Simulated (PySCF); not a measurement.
Two species compared at the same levels of theory.

First species: C6H12NOPSi.
Geometry (GFN2-xTB, Å), atoms numbered from 1 in this order:
```
atom  x, y, z in Å
C1    -1.830    1.950   -0.492
C2    -0.758    0.995   -0.097
C3     0.523    1.323    0.129
P4     1.477   -0.138    0.620
N5     2.400   -0.211    1.883
C6     2.647   -0.504   -0.762
O7     3.520   -1.506   -0.360
C8    -0.003   -1.177    0.419
C9    -1.066   -0.436    0.066
Si10  -2.790   -1.155   -0.195
H11   -2.220    1.687   -1.475
H12   -1.451    2.968   -0.525
H13   -2.657    1.900    0.215
H14    0.933    2.318    0.069
H15    1.939   -0.012    2.760
H16    3.180    0.434   -0.994
H17    2.108   -0.836   -1.655
H18    3.714   -1.338    0.578
H19   -0.011   -2.241    0.594
H20   -2.715   -2.601    0.001
H21   -3.239   -0.844   -1.555
H22   -3.709   -0.555    0.776
```

Second species: C2HCl3.
SMILES: `ClC=C(Cl)Cl`

Levels: PBE0/pcSseg-1 for dipole moment, HOMO energy, LUMO energy and HOMO–LUMO gap; GFN2-xTB for rotational constant A and rotational constant C. Geometries: GFN2-xTB. Each structure is a single optimised conformer of the isolated species, non-relativistic unless stated. Electronic properties by PySCF.

Dipoles, sizes and rotational constants follow the conformer. The torsions of the flexible species, by atom-mapped SMILES:
- `[CH3:1][C:2]1=[CH:3][P@:4](=[NH:5])([CH2:6][OH:7])[CH:8]=[C:9]1[SiH3:10]`: C3–P4–C6–O7 172°, H–O7–C6–P4 -37°

| property | column X | column Y |
| --- | --- | --- |
| dipole moment | 0.95 D | 4.37 D |
| HOMO energy | -7.48 eV | -6.52 eV |
| LUMO energy | -0.86 eV | -2.20 eV |
| HOMO–LUMO gap | 6.62 eV | 4.32 eV |
| rotational constant A | 3.984 GHz | 1.793 GHz |
| rotational constant C | 1.111 GHz | 0.510 GHz |

(1) Which column belongs to which species?

(2) How does each property change from the first species to the second?

## Answers

(1) Column X is the second species and column Y the first. The first has 22 atoms and 92 electrons, the second 6 and 64.

(2) dipole moment -3.42 D; HOMO energy -0.96 eV; LUMO energy +1.34 eV; HOMO–LUMO gap +2.30 eV; rotational constant A +2.191 GHz; rotational constant C +0.601 GHz.

On the first: The dipole matches unit charges of opposite sign 0.91 Å apart (1 e·Å = 4.8032 D).

On the second: A dipole of 0.95 D is allowed in Cs, and pure rotational transitions are dipole-allowed. In atomic units the dipole is 0.37 e·bohr (1 au = 2.5417 D).
